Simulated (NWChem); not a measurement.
System: CH₅NOSi₂; SMILES C1=N[SiH2][SiH2]O1

The following NWChem deck was run.

```
start job
memory heap 200 mb stack 900 mb global 1100 mb
geometry units angstroms noautoz
  C      1.601812    -0.054983     0.000000
  N      1.044057    -1.194200     0.000000
  Si    -0.720548    -1.194637     0.000000
  Si    -0.738477     1.151115     0.000000
  O      0.995682     1.149387     0.000000
  H      2.698389     0.059895     0.000000
  H     -1.269973    -1.859517     1.216425
  H     -1.269973    -1.859517    -1.216425
  H     -1.181553     1.886865    -1.217927
  H     -1.181553     1.886865     1.217927
end
basis spherical
  * library def2-tzvp
end
dft
  xc b3lyp
  iterations 150
  semidirect filesize 400000000
  mulliken
end
task dft energy
```

Parts of the log:

```
             Northwest Computational Chemistry Package (NWChem) 7.3.0
             --------------------------------------------------------

 CS  symmetry detected

                             Geometry "geometry" -> ""
                             -------------------------

 Output coordinates in angstroms (scale by  1.889725989 to convert to a.u.)

  No.       Tag          Charge          X              Y              Z
 ---- ---------------- ---------- -------------- -------------- --------------
    1 C                    6.0000     1.56084288    -0.02557566     0.00000000
    2 N                    7.0000     1.02480505    -1.17517101     0.00000000
    3 Si                  14.0000    -0.73947395    -1.20909148     0.00000000
    4 Si                  14.0000    -0.80191060     1.13589798     0.00000000
    5 O                    8.0000     0.93196897     1.16707612     0.00000000
    6 H                    1.0000     2.65504262     0.11008931     0.00000000
    7 H                    1.0000    -1.27618387    -1.88427717     1.21642500
    8 H                    1.0000    -1.27618387    -1.88427717    -1.21642500
    9 H                    1.0000    -1.25886775     1.86310810    -1.21792700
   10 H                    1.0000    -1.25886775     1.86310810     1.21792700

 Effective nuclear repulsion energy (a.u.)     283.4550696481

      Symmetry information
      --------------------

 Group name             Cs
 Group number              2
 Group order               2
 No. of unique centers     8

                                 NWChem DFT Module
                                 -----------------

 Summary of "ao basis" -> "ao basis" (spherical)
 ------------------------------------------------------------------------------
       Tag                 Description            Shells   Functions and Types
 ---------------- ------------------------------  ------  ---------------------
 C                         def2-tzvp                11       31   5s3p2d1f
 N                         def2-tzvp                11       31   5s3p2d1f
 Si                        def2-tzvp                13       37   5s5p2d1f
 O                         def2-tzvp                11       31   5s3p2d1f
 H                         def2-tzvp                 4        6   3s1p

      Symmetry analysis of basis
      --------------------------

        a'        130
        a"         67

            General Information
            -------------------
          SCF calculation type: DFT
          Wavefunction type:  closed shell.
          No. of atoms     :    10
          No. of electrons :    54
           Alpha electrons :    27
            Beta electrons :    27
          Charge           :     0
          Spin multiplicity:     1
          Use of symmetry is: on ; symmetry adaption is: on
          Maximum number of iterations: 150
          AO basis - number of functions:   197
                     number of shells:    79
          Convergence on energy requested:  1.00D-06
          Convergence on density requested:  1.00D-05
          Convergence on gradient requested:  5.00D-04

              XC Information
              --------------
                         B3LYP Method XC Potential
                     Hartree-Fock (Exact) Exchange  0.200
                        Slater Exchange Functional  0.800 local
                    Becke 1988 Exchange Functional  0.720 non-local
              Lee-Yang-Parr Correlation Functional  0.810
                  VWN I RPA Correlation Functional  0.190 local

             Grid Information
             ----------------
          Grid used for XC integration:  medium
          Radial quadrature: Mura-Knowles
          Angular quadrature: Lebedev.
          Tag              B.-S. Rad. Rad. Pts. Rad. Cut. Ang. Pts.
          ---              ---------- --------- --------- ---------
          C                   0.70       49          11.0       434
          N                   0.65       49          11.0       434
          Si                  1.10       88          11.0       590
          O                   0.60       49          11.0       434
          H                   0.35       45          12.0       434
          Grid pruning is: on
          Number of quadrature shells:   458
          Spatial weights used:  Erf1

      Superposition of Atomic Density Guess
      -------------------------------------

 Sum of atomic energies:        -746.93705426

      Non-variational initial energy
      ------------------------------

 Total energy =    -749.179936
 1-e energy   =   -1595.085814
 2-e energy   =     562.450808
 HOMO         =      -0.293777
 LUMO         =       0.010151

      Symmetry analysis of molecular orbitals - initial
      -------------------------------------------------

  Numbering of irreducible representations:

     1 a'          2 a"

  Orbital symmetries:

     1 a'          2 a'          3 a'          4 a'          5 a'
     6 a'          7 a'          8 a'          9 a"         10 a'
    11 a'         12 a"         13 a'         14 a'         15 a'
    16 a'         17 a'         18 a'         19 a'         20 a"
    21 a'         22 a"         23 a'         24 a"         25 a'
    26 a"         27 a'         28 a"         29 a'         30 a'
    31 a"         32 a'         33 a'         34 a'         35 a'
    36 a'         37 a'

------------------------------------------------------------
EAF file 0: "./job.aoints.0" size=461897728 bytes
------------------------------------------------------------
               write      read    awrite     aread      wait
               -----      ----    ------     -----      ----
     calls:      881         0         0         0         0
   data(b): 4.62e+08  0.00e+00  0.00e+00  0.00e+00
   time(s): 0.00e+00  0.00e+00  0.00e+00  0.00e+00  0.00e+00
rate(mb/s): 0.00e+00  0.00e+00
------------------------------------------------------------

     ---------------------------------------------
      Total Density - Mulliken Population Analysis
     ---------------------------------------------

    Atom       Charge   Shell Charges
 -----------   ------   -------------------------------------------------------
    1 C    6     5.38   0.86  1.12  0.54  0.57  0.08  0.95  0.90  0.20  0.04  0.11  0.02
    2 N    7     7.82   0.82  1.15  0.60  0.89  0.20  1.59  1.85  0.68  0.01  0.03  0.00
    3 Si  14    13.62   2.00  0.59  1.39  0.87  0.47  4.11  1.73  0.51  1.27  0.44  0.10  0.12  0.03
    4 Si  14    13.53   2.00  0.59  1.39  0.87  0.49  4.11  1.73  0.49  1.21  0.42  0.10  0.11  0.03
    5 O    8     8.61   0.79  1.18  0.59  0.96  0.23  1.96  2.16  0.71  0.00  0.02  0.00
    6 H    1     0.87   0.24  0.46  0.15  0.02
    7 H    1     1.04   0.23  0.54  0.27  0.01
    8 H    1     1.04   0.23  0.54  0.27  0.01
    9 H    1     1.04   0.23  0.54  0.27  0.01
   10 H    1     1.04   0.23  0.54  0.27  0.01

   convergence    iter        energy       DeltaE   RMS-Dens  Diis-err
 ---------------- ----- ----------------- --------- --------- ---------
 d= 0,ls=0.0,diis     1   -750.1244301050 -1.03D+03  5.41D-03  1.43D+00
 d= 0,ls=0.0,diis     2   -750.0315400407  9.29D-02  3.84D-03  1.99D+00
 d= 0,ls=0.0,diis     3   -750.2127539995 -1.81D-01  1.54D-03  2.68D-01
 d= 0,ls=0.0,diis     4   -750.2322266664 -1.95D-02  6.42D-04  9.39D-02
 d= 0,ls=0.0,diis     5   -750.2409139091 -8.69D-03  1.44D-04  1.93D-03
  Resetting Diis
 d= 0,ls=0.0,diis     6   -750.2410934810 -1.80D-04  5.22D-05  1.57D-04
 d= 0,ls=0.0,diis     7   -750.2411125546 -1.91D-05  1.89D-05  5.99D-06
 d= 0,ls=0.0,diis     8   -750.2411119242  6.30D-07  1.08D-05  1.16D-05
 d= 0,ls=0.0,diis     9   -750.2411134710 -1.55D-06  1.20D-06  1.40D-07
 d= 0,ls=0.0,diis    10   -750.2411134807 -9.67D-09  5.31D-07  5.49D-08

         Total DFT energy =     -750.241113480664
      One electron energy =    -1598.989582126808
           Coulomb energy =      630.046625841655
    Exchange-Corr. energy =      -64.753226843622
 Nuclear repulsion energy =      283.455069648112

 Numeric. integr. density =       53.999999199384

                  Occupations of the irreducible representations
                  ----------------------------------------------

                     irrep           alpha         beta
                     --------     --------     --------
                     a'               21.0         21.0
                     a"                6.0          6.0

                       DFT Final Molecular Orbital Analysis
                       ------------------------------------

 Vector   25  Occ=2.000000D+00  E=-3.141801D-01  Symmetry=a'
              MO Center=  2.9D-02, -1.8D-01, -1.3D-15, r^2= 3.7D+00
   Bfn.  Coefficient  Atom+Function         Bfn.  Coefficient  Atom+Function
  ----- ------------  ---------------      ----- ------------  ---------------
    78      0.254008   3 Si py              143      0.219254   5 O  py
   115     -0.190223   4 Si py              146      0.182292   5 O  py
    38      0.162269   2 N  py              142      0.140357   5 O  px
    41      0.129293   2 N  py              149      0.129314   5 O  py
   145      0.119217   5 O  px               66      0.115825   3 Si s

 Vector   26  Occ=2.000000D+00  E=-2.912757D-01  Symmetry=a"
              MO Center=  5.7D-01, -2.5D-01,  1.5D-15, r^2= 3.5D+00
   Bfn.  Coefficient  Atom+Function         Bfn.  Coefficient  Atom+Function
  ----- ------------  ---------------      ----- ------------  ---------------
    39      0.283947   2 N  pz              144     -0.275717   5 O  pz
    42      0.242337   2 N  pz              147     -0.232650   5 O  pz
   150     -0.183290   5 O  pz               45      0.166623   2 N  pz
     8      0.140140   1 C  pz               11      0.121931   1 C  pz
   176     -0.107512   7 H  s               182      0.107512   8 H  s

[...]
```

Level: B3LYP/def2-TZVP. Structure relaxed at the PBE0/def2-SVP level.
